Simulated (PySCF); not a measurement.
C$_{4}$H$_{9}$LiO, singlet, geometry from GFN2-xTB (such geometries of metal compounds can be far from the true shape); BLYP/cc-pVDZ in PySCF.

The PySCF input:
```python
from pyscf import gto, scf, dft

mol = gto.M(
    atom='''
Li    0.952825    1.839100    1.901016
O     0.432552    0.834893    0.863001
C    -0.035026   -0.067605   -0.069881
C     1.009963   -1.173501   -0.300873
C    -1.341387   -0.709986    0.429250
C    -0.307909    0.649476   -1.403933
H     0.658894   -1.895049   -1.033882
H     1.208243   -1.683966    0.639096
H     1.936718   -0.725713   -0.653071
H    -1.155500   -1.218008    1.373067
H    -1.725533   -1.425014   -0.293488
H    -2.084437    0.066966    0.595546
H     0.611900    1.106872   -1.761945
H    -1.045512    1.433593   -1.247299
H    -0.677517   -0.046428   -2.152459
''',
    basis='cc-pvdz',
    charge=0,
    spin=0,
    verbose=4,
)

mf = dft.RKS(mol)
mf.xc = 'blyp'
mf.kernel()
```

What the program printed (banner, timings and long lists left out):

```
PySCF version 2.14.0

[INPUT] verbose = 4
[INPUT] num. atoms = 15
[INPUT] num. electrons = 44
[INPUT] charge = 0
[INPUT] spin (= nelec alpha-beta = 2S) = 0
[INPUT] symmetry False subgroup None
[INPUT] Mole.unit = angstrom
[INPUT] Symbol           X                Y                Z      unit          X                Y                Z       unit  Magmom
[...]
nuclear repulsion = 212.29350732396
number of shells = 57
number of NR pGTOs = 219
number of NR cGTOs = 129
basis = cc-pvdz
ecp = {}

******** <class 'pyscf.dft.rks.RKS'> ********
method = RKS
initial guess = minao
damping factor = 0
level_shift factor = 0
DIIS = <class 'pyscf.scf.diis.CDIIS'>
diis_start_cycle = 1
diis_space = 8
diis_damp = 0
SCF conv_tol = 1e-09
SCF conv_tol_grad = None
SCF max_cycles = 50
direct_scf = True
direct_scf_tol = 1e-13
XC library pyscf.dft.libxc version 7.1.2
    S. Lehtola, C. Steigemann, M. J. T. Oliveira, and M. A. L. Marques,  SoftwareX 7, 1–5 (2018)
XC functionals = blyp
    A. D. Becke,  Phys. Rev. A 38, 3098 (1988)
    C. Lee, W. Yang, and R. G. Parr,  Phys. Rev. B 37, 785 (1988)
    B. Miehlich, A. Savin, H. Stoll, and H. Preuss,  Chem. Phys. Lett. 157, 200 (1989)
radial grids:
    Treutler-Ahlrichs [JCP 102, 346 (1995); DOI:10.1063/1.469408] (M4) radial grids

becke partition: Becke, JCP 88, 2547 (1988); DOI:10.1063/1.454033
pruning grids: <function nwchem_prune>
grids dens level: 3
symmetrized grids: False
atomic radii adjust function: <function treutler_atomic_radii_adjust>
small_rho_cutoff = 0
Set gradient conv threshold to 3.16228e-05
Initial guess from minao.
tot grids = 172552
init E= -240.639692519191
[...]
cycle= 1 E= -240.190019549122  delta_E= 0.45  |g|= 1.17  |ddm|=  3.4

WARN: HOMO 0.0137083297792893 == LUMO 0.0137132273957655

cycle= 2 E= -235.261944175112  delta_E= 4.93  |g|= 3.33  |ddm|= 3.59
[...]
cycle= 3 E= -240.378504716962  delta_E= -5.12  |g|= 0.72  |ddm|=  3.3
[...]
cycle= 4 E= -240.482711780683  delta_E= -0.104  |g|= 0.28  |ddm|= 0.754
[...]
cycle= 5 E= -240.504717933002  delta_E= -0.022  |g|= 0.0513  |ddm|= 0.36
[...]
cycle= 6 E= -240.505110748199  delta_E= -0.000393  |g|= 0.0366  |ddm|= 0.077
[...]
cycle= 7 E= -240.505381297033  delta_E= -0.000271  |g|= 0.00685  |ddm|= 0.0335
[...]
cycle= 8 E= -240.505394056419  delta_E= -1.28e-05  |g|= 0.000486  |ddm|= 0.00839
[...]
cycle= 9 E= -240.505394102105  delta_E= -4.57e-08  |g|= 0.000203  |ddm|= 0.000595
[...]
cycle= 10 E= -240.505394112146  delta_E= -1e-08  |g|= 4.52e-05  |ddm|= 0.000224
[...]
cycle= 11 E= -240.505394112711  delta_E= -5.65e-10  |g|= 6.11e-06  |ddm|= 7.06e-05
[...]
Extra cycle  E= -240.505394112677  delta_E= 3.37e-11  |g|= 1.37e-05  |ddm|= 1.7e-05
converged SCF energy = -240.505394112677
```
